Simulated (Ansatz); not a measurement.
**Abstraction of H: C2H8InN + GeH3S → C2H7InN + GeH3(SH)**

Gas-phase species: C2H8InN `C[N](C)[InH2]`, singlet; GeH3S `[S][GeH3]`, doublet; C2H7InN `[CH2][N](C)[InH2]`, doublet; GeH3(SH), singlet. A radical takes H: the energy is the difference in strength between the C–H bond broken and the S–H bond made.

Shapes, held fixed at every level: PBE0-D4/def2-TZVP. Flexible molecules stand in one conformer, not always the lowest. Programs: Ansatz 0.2.0. Electronic energies: no zero-point or thermal term.

```csv
level,kind,ΔE (kJ/mol),less CCSD(T)/def2-TZVPP,CPU time (sum over the molecules)
PBE-D4/def2-TZVPP,GGA,-26.3,-5.9,47 s
r2SCAN-D4/def2-TZVPP,meta-GGA,-23.6,-3.2,86 s
PBE0-D4/def2-TZVPP,global hybrid,-17.7,+2.7,98 s
r2SCAN0-D4/def2-TZVPP,global hybrid,-16.8,+3.6,99 s
wB97M-V/def2-TZVPP,range-separated hybrid,-25.5,-5.1,6.7 min
wB97X-V/def2-TZVPP,range-separated hybrid,-11.6,+8.8,2.4 min
CCSD/def2-TZVPP,coupled cluster or CI,-17.5,+2.9,–
CCSD(T)/def2-TZVPP,coupled cluster or CI,-20.4,0.0,–
```

The highest level, CCSD(T)/def2-TZVPP, gives ΔE = -20.4 kJ/mol; the levels span -26.3 to -11.6. The column of differences is taken from that level and isn't an error. No measured value is set beside it here. Spin contamination: C2H7InN (⟨S²⟩ up to 0.78). Open shells run unrestricted. For atoms past krypton def2 sets carry core potentials with scalar relativity. Relativity is left out for Ge. Outer-core shells of Ge, In are correlated, in sets that cover them unevenly. Times are processor times on shared x86 and Arm servers, and rough.
